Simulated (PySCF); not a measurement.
A geometry optimisation, step by step.

C₁₀H₁₀.
SMILES with atom numbers: `[CH2:1]=[CH:2][C:3]1=[CH:4]/[CH:5]=[CH:6]\[CH:7]=[CH:8]/[CH:9]=[CH:10]\1` (hydrogens: H11, H12 on C1; H13 on C2; H14 on C4; H15 on C5; H16 on C6; H17 on C7; H18 on C8; H19 on C9; H20 on C10)

Method: PBE0-D3(BJ)/def2-SVP geometry optimisation, gas phase (PySCF 2.14.0); density fitting, grid level 1; the optimiser is geomeTRIC in internal coordinates, started from a GFN2-xTB structure with every atom displaced at random (about 0.01 Å). The frame can shift and turn from step to step; on so coarse a grid that alone can change the energy by a few meV, and forces under 0.02 eV/Å are noise.

Step 0: E = -10510.4230 eV, largest atomic force 3.348 eV/Å
```
atom  x, y, z in Å  |  force x, y, z in eV/Å
C1      2.895    1.112   -0.593   -0.780   1.375   0.739
C2      2.232   -0.034   -0.598   -0.594   0.015   0.265
C3      0.937   -0.284    0.037    1.488   1.918   0.342
C4      0.399   -1.476   -0.080   -3.006  -1.189   0.873
C5     -0.912   -1.889    0.497    1.089   0.017   0.012
C6     -2.082   -1.275    0.307    0.160   0.147  -0.159
C7     -2.294   -0.094   -0.516   -0.122   0.052  -0.129
C8     -1.701    1.093   -0.353    0.134   0.058   0.527
C9     -0.759    1.403    0.736   -0.384  -0.593  -1.182
C10     0.402    0.787    0.910   -0.176  -0.567  -0.550
H11     2.467    2.004   -0.094    0.210  -0.369  -0.158
H12     3.822    1.265   -1.096    0.898  -0.051  -0.480
H13     2.639   -0.864   -1.130    0.450  -0.902  -0.518
H14     0.859   -2.259   -0.622    1.017  -0.923  -0.834
H15    -0.884   -2.820    1.070   -0.128  -0.125   0.050
H16    -2.980   -1.709    0.726   -0.417  -0.365   0.207
H17    -3.062   -0.197   -1.283   -0.196   0.071  -0.205
H18    -2.011    1.932   -0.967   -0.145   0.270  -0.319
H19    -1.049    2.209    1.369   -0.176   0.923   0.797
H20     1.034    1.111    1.710    0.678   0.236   0.722
```

Step 1: E = -10510.6627 eV, largest atomic force 0.433 eV/Å
```
atom  x, y, z in Å  |  force x, y, z in eV/Å
C1      2.784    1.257   -0.440    0.150  -0.073  -0.108
C2      2.103    0.102   -0.463    0.178  -0.055  -0.114
C3      0.816   -0.135    0.182   -0.282  -0.329   0.017
C4      0.223   -1.350    0.072    0.294   0.005  -0.225
C5     -1.059   -1.775    0.623   -0.140  -0.005   0.018
C6     -2.251   -1.178    0.432   -0.031  -0.054   0.081
C7     -2.523    0.040   -0.334   -0.039   0.016  -0.033
C8     -1.938    1.238   -0.170   -0.097   0.050  -0.202
C9     -0.926    1.561    0.835   -0.076   0.237   0.278
C10     0.250    0.950    1.013    0.200   0.103   0.172
H11     2.410    2.134    0.088   -0.062   0.086   0.032
H12     3.741    1.364   -0.963   -0.095  -0.042   0.062
H13     2.516   -0.752   -1.021   -0.049   0.116   0.092
H14     0.774   -2.133   -0.483   -0.083   0.195   0.149
H15    -1.064   -2.743    1.143    0.025   0.034  -0.011
H16    -3.140   -1.689    0.829    0.055  -0.003  -0.046
H17    -3.344   -0.031   -1.061    0.031   0.001   0.037
H18    -2.311    2.077   -0.776    0.033  -0.079   0.080
H19    -1.172    2.410    1.498    0.086  -0.168  -0.145
H20     0.910    1.317    1.816   -0.100  -0.035  -0.135
```

Step 2: E = -10510.6706 eV, largest atomic force 0.097 eV/Å
```
atom  x, y, z in Å  |  force x, y, z in eV/Å
C1      2.805    1.246   -0.447   -0.057   0.034   0.027
C2      2.109    0.100   -0.450    0.094   0.003  -0.021
C3      0.809   -0.126    0.180   -0.057  -0.039  -0.007
C4      0.227   -1.342    0.059   -0.051   0.049  -0.034
C5     -1.058   -1.774    0.603   -0.029  -0.081   0.036
C6     -2.257   -1.188    0.427    0.068   0.066  -0.004
C7     -2.537    0.040   -0.322   -0.028   0.008  -0.011
C8     -1.957    1.241   -0.156   -0.012  -0.002  -0.020
C9     -0.938    1.572    0.845   -0.036  -0.044   0.013
C10     0.242    0.963    1.010    0.087   0.025   0.025
H11     2.425    2.149    0.039    0.002  -0.008   0.009
H12     3.774    1.319   -0.946   -0.012  -0.009  -0.007
H13     2.525   -0.767   -0.977    0.008  -0.008   0.023
H14     0.792   -2.114   -0.483   -0.023   0.029   0.037
H15    -1.052   -2.743    1.117    0.011  -0.019  -0.009
H16    -3.138   -1.715    0.814    0.014  -0.001  -0.008
H17    -3.361   -0.029   -1.044   -0.008   0.007  -0.001
H18    -2.340    2.078   -0.753   -0.005   0.002   0.009
H19    -1.174    2.420    1.503    0.018  -0.020  -0.027
H20     0.905    1.334    1.802    0.013   0.009  -0.029
```

Step 3: E = -10510.6704 eV, largest atomic force 0.202 eV/Å
```
atom  x, y, z in Å  |  force x, y, z in eV/Å
C1      2.785    1.251   -0.432    0.002   0.043  -0.012
C2      2.125    0.085   -0.448   -0.131   0.099   0.117
C3      0.814   -0.139    0.166    0.018   0.080   0.060
C4      0.221   -1.347    0.051   -0.078  -0.029   0.032
C5     -1.064   -1.781    0.599    0.070   0.093  -0.049
C6     -2.257   -1.183    0.428   -0.048  -0.010   0.007
C7     -2.549    0.046   -0.316    0.085  -0.011   0.022
C8     -1.960    1.243   -0.156    0.086  -0.056   0.078
C9     -0.922    1.568    0.832   -0.005  -0.102  -0.077
C10     0.261    0.961    0.990   -0.109  -0.059  -0.120
H11     2.362    2.146    0.038    0.042  -0.072  -0.029
H12     3.763    1.349   -0.905    0.061   0.025  -0.037
H13     2.569   -0.779   -0.952    0.035  -0.056  -0.021
H14     0.784   -2.121   -0.480    0.057  -0.108  -0.068
H15    -1.057   -2.753    1.108   -0.005  -0.007  -0.008
H16    -3.135   -1.712    0.815   -0.046  -0.014   0.017
H17    -3.384   -0.019   -1.023   -0.020  -0.004  -0.006
H18    -2.350    2.084   -0.741   -0.019   0.054  -0.027
H19    -1.140    2.421    1.481   -0.041   0.104   0.069
H20     0.934    1.342    1.765    0.046   0.029   0.050
```

Step 4: E = -10510.6737 eV, largest atomic force 0.085 eV/Å
```
atom  x, y, z in Å  |  force x, y, z in eV/Å
C1      2.802    1.250   -0.441   -0.050   0.011   0.018
C2      2.122    0.095   -0.439   -0.003  -0.046  -0.007
C3      0.811   -0.132    0.174    0.003   0.071   0.046
C4      0.222   -1.343    0.052   -0.001  -0.012  -0.020
C5     -1.063   -1.780    0.596    0.015   0.035  -0.015
C6     -2.259   -1.187    0.427   -0.013  -0.009   0.009
C7     -2.548    0.042   -0.316    0.013   0.000   0.001
C8     -1.964    1.241   -0.153    0.017  -0.013   0.018
C9     -0.932    1.568    0.838   -0.003  -0.023  -0.008
C10     0.252    0.964    0.997   -0.019  -0.010  -0.028
H11     2.401    2.154    0.027    0.005   0.001  -0.002
H12     3.776    1.330   -0.928    0.010  -0.001  -0.002
H13     2.558   -0.776   -0.941    0.013  -0.021  -0.010
H14     0.787   -2.116   -0.483    0.021  -0.029  -0.014
H15    -1.054   -2.755    1.100    0.001   0.001  -0.003
H16    -3.138   -1.718    0.812   -0.010  -0.004   0.001
H17    -3.382   -0.023   -1.026   -0.003  -0.003  -0.001
H18    -2.354    2.082   -0.738   -0.002   0.011  -0.005
H19    -1.158    2.421    1.490   -0.009   0.028   0.015
H20     0.923    1.347    1.775    0.015   0.013   0.007
```

Step 5: E = -10510.6732 eV, largest atomic force 0.096 eV/Å
```
atom  x, y, z in Å  |  force x, y, z in eV/Å
C1      2.795    1.247   -0.440    0.063  -0.023  -0.041
C2      2.122    0.087   -0.437    0.008   0.076   0.027
C3      0.811   -0.129    0.176    0.014  -0.084  -0.044
C4      0.226   -1.342    0.049   -0.070   0.041   0.007
C5     -1.060   -1.777    0.590   -0.024  -0.085   0.026
C6     -2.259   -1.189    0.427    0.046   0.028  -0.014
C7     -2.546    0.042   -0.315   -0.036   0.008  -0.004
C8     -1.963    1.241   -0.150   -0.038   0.026  -0.021
C9     -0.934    1.573    0.841   -0.006  -0.018   0.002
C10     0.250    0.968    0.996    0.054   0.008   0.037
H11     2.391    2.149    0.026   -0.015   0.010   0.006
H12     3.771    1.330   -0.925   -0.007   0.003   0.007
H13     2.560   -0.786   -0.936   -0.012   0.025   0.017
H14     0.794   -2.117   -0.486   -0.016   0.028   0.026
H15    -1.050   -2.753    1.091    0.000  -0.010   0.003
H16    -3.138   -1.722    0.812    0.019   0.006  -0.003
H17    -3.379   -0.023   -1.026    0.005   0.003  -0.002
H18    -2.354    2.082   -0.736    0.003  -0.011   0.004
H19    -1.161    2.428    1.492    0.013  -0.025  -0.018
H20     0.924    1.353    1.773   -0.003  -0.005  -0.015
```

Step 6: E = -10510.6742 eV, largest atomic force 0.020 eV/Å
```
atom  x, y, z in Å  |  force x, y, z in eV/Å
C1      2.798    1.249   -0.441    0.005  -0.003  -0.006
C2      2.123    0.091   -0.436    0.001   0.006   0.005
C3      0.812   -0.130    0.176    0.004  -0.009   0.000
C4      0.224   -1.342    0.051   -0.016   0.009  -0.009
C5     -1.062   -1.780    0.591   -0.002  -0.012   0.004
C6     -2.259   -1.189    0.425    0.007   0.003  -0.001
C7     -2.548    0.042   -0.315   -0.004   0.003   0.001
C8     -1.965    1.241   -0.150   -0.006   0.005  -0.005
C9     -0.933    1.570    0.840   -0.003  -0.009   0.006
C10     0.252    0.966    0.996    0.008   0.001   0.003
H11     2.394    2.153    0.023   -0.003   0.003   0.000
H12     3.774    1.331   -0.925   -0.001   0.000   0.002
H13     2.562   -0.782   -0.934    0.000   0.002   0.004
H14     0.791   -2.116   -0.484    0.002   0.002   0.006
H15    -1.053   -2.756    1.093    0.000  -0.001  -0.001
H16    -3.138   -1.721    0.810    0.002   0.000  -0.001
H17    -3.382   -0.022   -1.025    0.002   0.000  -0.001
H18    -2.356    2.082   -0.735    0.001  -0.001   0.001
H19    -1.159    2.425    1.490    0.002  -0.001  -0.003
H20     0.925    1.352    1.772    0.001   0.003  -0.005
```

Step 7: E = -10510.6743 eV, largest atomic force under 0.02 eV/Å
```
atom  x, y, z in Å  |  force x, y, z in eV/Å
C1      2.799    1.250   -0.441   -0.001   0.000  -0.002
C2      2.125    0.091   -0.433   -0.001  -0.001   0.002
C3      0.812   -0.130    0.176    0.003   0.005   0.002
C4      0.223   -1.342    0.049   -0.007  -0.001  -0.003
C5     -1.062   -1.781    0.589    0.002   0.001  -0.001
C6     -2.259   -1.190    0.424    0.001   0.000   0.002
C7     -2.550    0.042   -0.314   -0.003   0.002  -0.004
C8     -1.967    1.241   -0.149   -0.001  -0.003   0.003
C9     -0.934    1.569    0.840   -0.001  -0.004  -0.001
C10     0.252    0.967    0.995    0.002   0.000   0.000
H11     2.391    2.155    0.016    0.000   0.001   0.001
H12     3.776    1.330   -0.922    0.000   0.001   0.000
H13     2.567   -0.783   -0.926    0.002  -0.001   0.001
H14     0.792   -2.115   -0.483    0.003  -0.002   0.000
H15    -1.052   -2.758    1.089    0.000   0.000  -0.001
H16    -3.137   -1.724    0.808    0.000   0.000   0.001
H17    -3.385   -0.022   -1.024    0.000  -0.001  -0.001
H18    -2.359    2.083   -0.732    0.000   0.000   0.000
H19    -1.159    2.425    1.490    0.000   0.001   0.001
H20     0.926    1.355    1.768    0.002   0.002   0.000
```

Q: Summarise the path.

A: The energy falls by 5.80 kcal/mol from step 0 to step 7; nine tenths of that is first reached at step 1. It rises by more than 0.2 meV at step 5. The largest force goes from 3.348 to under 0.02 eV/Å. Among the bonds C4–H14 changes most, from 1.057 to 1.098 Å; the atoms move by 0.114 Å rms after alignment.

The cost below is that of the whole optimisation. On an Arm Neoverse N1 with one thread, on a shared host, this took 4.0 min of wall time and 0.88 GiB of memory at its peak.
